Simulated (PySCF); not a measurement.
# Caesium: a sound run and one with changed settings

Sound run: Cs⁺ [Xe], Cs²⁺ [Kr] 4d10 5s2 5p5. Computed with PySCF 2.14 in def2-TZVP with the def2 core potential (46 electrons) (5s3p3d, 29 functions), with scalar relativity through the core potential. The sound run starts from symmetry-adapted Hartree-Fock orbitals and uses a fine grid where one is needed.

Changed run: 6 angular points. This setting is unsound on purpose.

| species | method | sound run (hartree) | changed run (hartree) | converged |
| --- | --- | --- | --- | --- |
| Cs⁺ | UHF | -19.72686 | -19.72686 | yes |
| Cs⁺ | M06-2X | -19.93258 | -19.93258 | yes |
| Cs⁺ | r2SCAN | -20.00948 | -20.00948 | yes |
| Cs²⁺ | UHF | -18.89059 | -18.89059 | yes |
| Cs²⁺ | M06-2X | -19.06068 | -19.05877 | yes |
| Cs²⁺ | r2SCAN | -19.13633 | -19.18885 | yes |

Ionisation energy of Cs⁺:

```
method  sound run (eV)  changed run (eV)
   UHF          22.756            22.756
M06-2X          23.725            23.778
r2SCAN          23.760            22.331
```

A coarse angular grid integrates products of high-l functions wrongly, so density functionals can shift, and the SCF can exploit the error; Hartree-Fock and MP2 need no grid.

For comparison, NIST gives 23.157 eV between the lowest levels.
